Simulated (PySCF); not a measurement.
Spiro[2.4]hepta-4,6-diene, C7H8.
Bonds: C1–C2 (double), C2–C3, C3–C4, C4–C5 (double), C3–C6, C6–C7, C1–C5, C3–C7. Hydrogens: H8 on C1; H9 on C2; H10 on C4; H11 on C5; H12, H13 on C6; H14, H15 on C7.

The same species was optimised twice, with GFN2-xTB and with PBE0-D3(BJ)/def2-SVP (PySCF), and the same property calculations (PySCF, gas phase) were run on both structures.

```json
{"coordinate": "C1–C5 (Å)", "GFN2-xTB": "1.445", "PBE0-D3(BJ)/def2-SVP": "1.461", "change": "+0.016"}
{"coordinate": "C4=C5 (Å)", "GFN2-xTB": "1.344", "PBE0-D3(BJ)/def2-SVP": "1.354", "change": "+0.010"}
{"coordinate": "C1=C2 (Å)", "GFN2-xTB": "1.344", "PBE0-D3(BJ)/def2-SVP": "1.354", "change": "+0.010"}
{"coordinate": "C3–C6 (Å)", "GFN2-xTB": "1.519", "PBE0-D3(BJ)/def2-SVP": "1.525", "change": "+0.006"}
{"coordinate": "C3–C7 (Å)", "GFN2-xTB": "1.519", "PBE0-D3(BJ)/def2-SVP": "1.525", "change": "+0.006"}
{"coordinate": "C3–C4 (Å)", "GFN2-xTB": "1.470", "PBE0-D3(BJ)/def2-SVP": "1.475", "change": "+0.005"}
{"coordinate": "C2–C3 (Å)", "GFN2-xTB": "1.470", "PBE0-D3(BJ)/def2-SVP": "1.475", "change": "+0.005"}
{"coordinate": "C6–C7 (Å)", "GFN2-xTB": "1.480", "PBE0-D3(BJ)/def2-SVP": "1.477", "change": "-0.003"}
{"coordinate": "C2–C3–C4 (°)", "GFN2-xTB": "104.6", "PBE0-D3(BJ)/def2-SVP": "105.3", "change": "+0.7"}
{"coordinate": "C6–C3–C7 (°)", "GFN2-xTB": "58.3", "PBE0-D3(BJ)/def2-SVP": "57.9", "change": "-0.4"}
{"coordinate": "C2–C3–C6 (°)", "GFN2-xTB": "122.4", "PBE0-D3(BJ)/def2-SVP": "122.1", "change": "-0.3"}
{"coordinate": "C3–C4–C5 (°)", "GFN2-xTB": "108.6", "PBE0-D3(BJ)/def2-SVP": "108.3", "change": "-0.3"}
{"coordinate": "C1–C2–C3 (°)", "GFN2-xTB": "108.6", "PBE0-D3(BJ)/def2-SVP": "108.3", "change": "-0.3"}
{"coordinate": "C2–C3–C7 (°)", "GFN2-xTB": "122.3", "PBE0-D3(BJ)/def2-SVP": "122.1", "change": "-0.2"}
{"coordinate": "C4–C3–C6 (°)", "GFN2-xTB": "122.2", "PBE0-D3(BJ)/def2-SVP": "122.0", "change": "-0.2"}
{"coordinate": "C3–C7–C6 (°)", "GFN2-xTB": "60.8", "PBE0-D3(BJ)/def2-SVP": "61.0", "change": "+0.2"}
```

Rotational constants: A = 6241, B = 2476, C = 2055 MHz (GFN2-xTB) against A = 6141, B = 2461, C = 2034 MHz (PBE0-D3(BJ)/def2-SVP). Point groups within 0.08 Å: C2v and C2v.

On the GFN2-xTB structure: lowest singlet, TDDFT (eV) 4.70 [B3LYP/def2-SVPD]; lowest triplet, Tamm–Dancoff (eV) 3.02 [B3LYP/def2-SVPD]; isotropic polarisability (au) 77.8 [B3LYP/def2-SVPD]; HOMO (eV) -5.96 [B3LYP/def2-SVPD]; LUMO (eV) -0.82 [B3LYP/def2-SVPD]; dipole (D) 1.10 [B3LYP/def2-SVPD]; HOMO (eV) -6.17 [PBE0/pcSseg-1]; LUMO (eV) -0.57 [PBE0/pcSseg-1]; dipole (D) 1.11 [PBE0/pcSseg-1]; GIAO shielding of C1/C5 (mean) (ppm) 50.2 [PBE0/pcSseg-1]; GIAO shielding of C2/C4 (mean) (ppm) 39.3 [PBE0/pcSseg-1]; GIAO shielding of C3 (ppm) 145.7 [PBE0/pcSseg-1]; GIAO shielding of C6/C7 (mean) (ppm) 171.9 [PBE0/pcSseg-1].

Question: What do these properties become on the PBE0-D3(BJ)/def2-SVP structure?

Answer: 
| property | level | on GFN2-xTB | on PBE0-D3(BJ)/def2-SVP | change |
| --- | --- | --- | --- | --- |
| lowest singlet, TDDFT (eV) | B3LYP/def2-SVPD | 4.70 | 4.67 | -0.03 |
| lowest triplet, Tamm–Dancoff (eV) | B3LYP/def2-SVPD | 3.02 | 2.99 | -0.03 |
| isotropic polarisability (au) | B3LYP/def2-SVPD | 77.8 | 79.4 | +1.6 |
| HOMO (eV) | B3LYP/def2-SVPD | -5.96 | -5.96 | 0.00 |
| LUMO (eV) | B3LYP/def2-SVPD | -0.82 | -0.86 | -0.04 |
| dipole (D) | B3LYP/def2-SVPD | 1.10 | 1.12 | +0.02 |
| energy, GFN2-xTB geometry as zero (kcal/mol) | B3LYP/def2-SVPD | 0.0 | -1.2 | -1.2 |
| HOMO (eV) | PBE0/pcSseg-1 | -6.17 | -6.16 | +0.01 |
| LUMO (eV) | PBE0/pcSseg-1 | -0.57 | -0.60 | -0.03 |
| dipole (D) | PBE0/pcSseg-1 | 1.11 | 1.14 | +0.03 |
| energy, GFN2-xTB geometry as zero (kcal/mol) | PBE0/pcSseg-1 | 0.0 | -0.4 | -0.4 |
| GIAO shielding of C1/C5 (mean) (ppm) | PBE0/pcSseg-1 | 50.2 | 47.2 | -3.0 |
| GIAO shielding of C2/C4 (mean) (ppm) | PBE0/pcSseg-1 | 39.3 | 36.9 | -2.4 |
| GIAO shielding of C3 (ppm) | PBE0/pcSseg-1 | 145.7 | 145.1 | -0.6 |
| GIAO shielding of C6/C7 (mean) (ppm) | PBE0/pcSseg-1 | 171.9 | 169.4 | -2.5 |

The heavy atoms differ by 0.009 Å rms after alignment. Among bonds between heavy atoms C1–C5 changes most (+0.016 Å). Changes are differences of the printed values. Neither structure is proved a minimum here.
